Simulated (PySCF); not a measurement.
Unknown compound

Molecular formula: C4H7Cl2NSi. Simulated spectra:

1H NMR (300 MHz, computed): δ 8.92 (m, 1H), 8.87 (m, 1H), 6.61 (m, 1H), 6.53 (m, 1H), 5.94 (m, 1H), 5.64 (d, 1H), 5.05 (m, 1H).

13C{1H} NMR (computed): δ 179.0 (CH2), 144.9 (CH2), 138.6 (CH), 72.4 (CH).

Calculated, not measured (PySCF): GIAO PBE0/pcSseg-1 shieldings, geometry from GFN2-xTB. Non-relativistic, single conformer, in vacuum.

Referencing at the same level of theory: 1H and 13C against TMS.

Question: Deduce the structure.

Answer: 
- Rings plus π bonds: 2 (no ring in the answer).
- 4 carbon signals for 4 carbons: no two carbons are equivalent.
- Carbon types of the structure: 2 × CH, 2 × CH2, leaving 1 H on heteroatoms.
- δC 179.0: C=N carbon.
- δC 144.9: terminal =CH2 carbon; an sp2 carbon of a C=C bond.
- δC 138.6: alkene CH; as expected for a trigonal carbon in a double bond.
- δC 72.4: sp3 CH bonded to 2 Cl and Si; 2 electronegative neighbours deshield it.
- δH 8.92, 8.87: hydrogen on a C=N carbon.
- δH 6.61, 5.94: hydrogen on a terminal =CH2 carbon; attached to an sp2 carbon and in the plane of the double bond.
- δH 6.53: hydrogen on an alkene CH; olefinic region.

These data were computed for SMILES ClC([Si@H](C=C)N=C)Cl.

The shifts were computed for this structure.

Carbons that carry Cl, above all several Cl atoms, come out too deshielded, partly because spin–orbit coupling is missing. Shifts are as computed. Against solution values, carbons near 30 ppm lie about +3 ppm off and those near 130 ppm about +5 ppm; carbons on Cl a further +6 ppm. Of 1211 compounds with measured shifts, 218 miss one by over three times the rms of a fit or turn the order of signals round; such compounds aren't used in these exercises. Multiplicities follow the n + 1 count of equivalent neighbours, as no J values were calculated; m marks all less simple cases, F and P coupling included.
